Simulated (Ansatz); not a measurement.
Start from `C[O][Zn][CH3]` and change one atom or group to get `[CH3][Zn][O]C=N`.

Ansatz, PBE0-D4/def2-TZVP geometries, multiplicity 1. Each molecule was computed in one conformer, which needn't be the lowest.

Scalar relativity is left out up to krypton.

```tsv
property	`C[O][Zn][CH3]`
HOMO energy (PBE0/def2-TZVPP) / eV	-7.10
HOMO–LUMO gap (PBE/def2-TZVPP) / eV	4.57
size of the dipole moment (B3LYP/def2-TZVPP) / D	1.58
HOMO–LUMO gap (ωB97M-V/def2-TZVPP) / eV	10.60
HOMO energy (ωB97M-V/def2-TZVPP) / eV	-9.53
HOMO–LUMO gap (PBE0/def2-TZVPP) / eV	6.85
```

(1) What does the change do to each property? (Best estimate.)

## Answers

(1) Computed: 
```tsv
property	`[CH3][Zn][O]C=N`	shift
HOMO energy (PBE0/def2-TZVPP) / eV	-7.50	-0.40
HOMO–LUMO gap (PBE/def2-TZVPP) / eV	4.58	0.01
size of the dipole moment (B3LYP/def2-TZVPP) / D	3.87	2.29
HOMO–LUMO gap (ωB97M-V/def2-TZVPP) / eV	10.62	0.02
HOMO energy (ωB97M-V/def2-TZVPP) / eV	-9.82	-0.29
HOMO–LUMO gap (PBE0/def2-TZVPP) / eV	6.88	0.03
```

Dipoles are sizes alone; their direction can turn.

B3LYP here is the variant with VWN-RPA as its local correlation; programs differ in this.
